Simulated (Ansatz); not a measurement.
Relaxation of C2H7BFN (12 atoms, charge 0, multiplicity 1), to a largest force component of 0.03 eV/Å in at most 50 steps.

Level of theory: UKS B3LYP-D4/6-31G* in Ansatz 0.2.0.

```xyz
12
Properties=species:S:1:pos:R:3
B -0.810 0.343 -0.972
H -0.014 -1.903 -1.578
N -0.329 0.373 0.291
C -0.209 0.045 1.681
C 0.691 0.768 -0.742
H 0.525 -1.468 -1.549
F -1.875 0.096 -1.718
H 0.137 0.908 2.264
H -1.180 -0.276 2.071
H 0.513 -0.772 1.826
H 1.020 1.810 -0.698
H 1.529 0.075 -0.878
```

Where does it end, and by what steps?

The forces met the threshold. The force dipped under the threshold on the way, but the program's further checks kept it going. After 28 steps the energy has fallen by 0.247 eV; H6 moved furthest, 1.21 Å.

```
step  energy less start (eV)  largest force component (eV/Å)  accepted
   0                  0.0000                           1.621       yes
   1                 -0.1567                           0.340       yes
   2                 -0.2005                           0.201       yes
   3                 -0.2111                           0.134       yes
   4                 -0.2104                           0.574        no
   5                 -0.2160                           0.041       yes
   6                 -0.2184                           0.090       yes
   7                 -0.2197                           0.076       yes
   8                 -0.2202                           0.072       yes
   9                 -0.2204                           0.062       yes
  10                 -0.2209                           0.135       yes
  11                 -0.2213                           0.097       yes
  12                 -0.2226                           0.082       yes
  13                 -0.2091                           0.911        no
  14                 -0.2251                           0.077       yes
  15                 -0.2274                           0.075       yes
  16                 -0.1991                           1.052        no
  17                 -0.2298                           0.136       yes
  18                 -0.2327                           0.095       yes
  19                 -0.2354                           0.026       yes
  20                 -0.1726                           1.264        no
  21                 -0.2373                           0.231       yes
  22                 -0.2374                           0.320       yes
  23                 -0.2424                           0.052       yes
  24                 -0.2446                           0.026       yes
  25                 -0.2458                           0.092       yes
  26                 -0.2463                           0.143       yes
  27                 -0.2469                           0.047       yes
  28                 -0.2470                           0.012       yes
```

```xyz
12
Properties=species:S:1:pos:R:3
B -0.885 0.768 -0.999
H 0.226 -2.010 -0.958
N -0.332 0.369 0.165
C -0.171 -0.137 1.496
C 0.610 1.095 -0.767
H 0.575 -2.625 -1.188
F -2.004 0.789 -1.707
H 0.128 0.664 2.185
H -1.117 -0.564 1.845
H 0.599 -0.919 1.528
H 0.947 2.079 -0.422
H 1.425 0.491 -1.178
```

The run took 33 s on 2 threads of AMD EPYC 9R45 96-Core Processor (Zen 5) (shared host), peak memory 0.26 GiB.
